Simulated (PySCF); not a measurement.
**Correlation energy of Hg (mercury, neutral)**

[Xe] 4f14 5d10 6s1 6d1, high-spin 3D determinant (an excited configuration). All numbers are calculated (PySCF 2.14, scalar relativity through the core potential, in aug-cc-pwCVDZ-PP with ECP60MDF (6s6p5d3f, 70 functions)). Frozen: 5s2 5p6; 12 electrons correlated.

```
  level  correlation energy (mhartree)
   CCSD                        -329.02
    (T)                          -7.54
CCSD(T)                        -336.56
```

Diagnostics: T1 = 0.0095, D1 = 0.0395, largest double amplitude 0.034.

Spin-orbit coupling, absent here, splits the open shell strongly. The outer electron is Rydberg-like, and this basis confines it to a smaller radius and binds it less than a complete one would.

Cost of the coupled-cluster step: about 19 core-seconds, for 12 correlated electrons.

Iterations:

```
CC2 = 0
CCSD nocc = (np.int64(7), np.int64(5)), nmo = (66, 66)
frozen orbitals [[0, 1, 2, 3], [0, 1, 2, 3]]
max_cycle = 100
direct = 0
conv_tol = 1e-08
conv_tol_normt = 1e-06
diis_space = 8
diis_start_cycle = 0
Init t2, MP2 energy = -0.353935607993727
Init E_corr(UCCSD) = -0.353935607998665
cycle = 1  E_corr(UCCSD) = -0.322662405744478  dE = 0.0312732023  norm(t1,t2) = 0.0515378
cycle = 2  E_corr(UCCSD) = -0.328868383527716  dE = -0.00620597778  norm(t1,t2) = 0.0133336
cycle = 3  E_corr(UCCSD) = -0.328579133143284  dE = 0.000289250384  norm(t1,t2) = 0.00605755
cycle = 4  E_corr(UCCSD) = -0.329037966407162  dE = -0.000458833264  norm(t1,t2) = 0.00210199
cycle = 5  E_corr(UCCSD) = -0.329031349501287  dE = 6.61690587e-06  norm(t1,t2) = 0.000790188
cycle = 6  E_corr(UCCSD) = -0.329013462376276  dE = 1.7887125e-05  norm(t1,t2) = 0.000241113
cycle = 7  E_corr(UCCSD) = -0.329023509837654  dE = -1.00474614e-05  norm(t1,t2) = 0.000109182
cycle = 8  E_corr(UCCSD) = -0.329021571232455  dE = 1.9386052e-06  norm(t1,t2) = 3.93821e-05
cycle = 9  E_corr(UCCSD) = -0.329021012687624  dE = 5.58544831e-07  norm(t1,t2) = 8.91036e-06
cycle = 10  E_corr(UCCSD) = -0.329021292443046  dE = -2.79755422e-07  norm(t1,t2) = 4.14214e-06
cycle = 11  E_corr(UCCSD) = -0.329021265913448  dE = 2.65295983e-08  norm(t1,t2) = 1.98914e-06
cycle = 12  E_corr(UCCSD) = -0.329021274218644  dE = -8.3051957e-09  norm(t1,t2) = 7.12183e-07
UCCSD converged
E(UCCSD) = -152.557612502617  E_corr = -0.3290212742186437
UCCSD(T) correction = -0.00754294482627252
```
